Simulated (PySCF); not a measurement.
PySCF 2.14 output of an unrestricted LDA calculation on a single atom or ion in cc-pVDZ-X2C (8s7p5d3f1g, 84 functions), with scalar relativity by spin-free X2C-1e:

```
SCF conv_tol = 1e-09
number electrons alpha = 28  beta = 27
    P. A. M. Dirac.,  Math. Proc. Cambridge Philos. Soc. 26, 376 (1930)
    F. Bloch.,  Z. Phys. 57, 545 (1929)
    S. H. Vosko, L. Wilk, and M. Nusair.,  Can. J. Phys. 58, 1200 (1980)
cycle= 1 E= -8850.90546451695  delta_E= -0.0122  |g|= 0.0413  |ddm|= 0.501
cycle= 2 E= -8850.90585395019  delta_E= -0.000389  |g|= 0.0118  |ddm|= 0.0713
cycle= 3 E= -8850.90590581046  delta_E= -5.19e-05  |g|= 0.0012  |ddm|= 0.0156
cycle= 4 E= -8850.90590631696  delta_E= -5.07e-07  |g|= 0.000202  |ddm|= 0.00146
cycle= 5 E= -8850.90590632565  delta_E= -8.68e-09  |g|= 2.22e-05  |ddm|= 0.000532
cycle= 6 E= -8850.90590632584  delta_E= -1.89e-10  |g|= 8.95e-07  |ddm|= 6.75e-05
converged SCF energy = -8850.90590632584  <S^2> = 0.75033819  2S+1 = 2.0003382
```

The run itself started from symmetry-adapted Hartree-Fock orbitals and held the occupation by maximum overlap, on a logarithmic radial grid, so the iterations belong to that start.

Which element, charge and spin multiplicity is this?

Ce³⁺ (cerium, charge +3), multiplicity 2; the state was [Xe] 4f1, 2F determinant.

Spin-orbit coupling, absent here, splits the open shell strongly.
